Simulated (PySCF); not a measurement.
# Excitation energy of Nb by level of theory

Nb [Kr] 4d4 5s1 (6D) → Nb [Kr] 4d5 (6S), as a difference of total energies. Calculation: PySCF 2.14, in x2c-TZVPPall; scalar relativity by spin-free X2C-1e. Correlated levels: valence and next inner shell: [Ar] 3d10 frozen. The calculations carry no spin-orbit coupling.

```tsv
method	excitation energy (eV)
UHF	1.677
MP2 (valence and next inner shell)	1.307
SCS-MP2 (valence and next inner shell)	1.503
CCSD (valence and next inner shell)	1.418
CCSD(T) (valence and next inner shell)	1.389
```

Question: How much does correlation contribute at CCSD(T) (valence and next inner shell)?

Answer: 1.389 − (1.677) = -0.288 eV, measured against UHF.
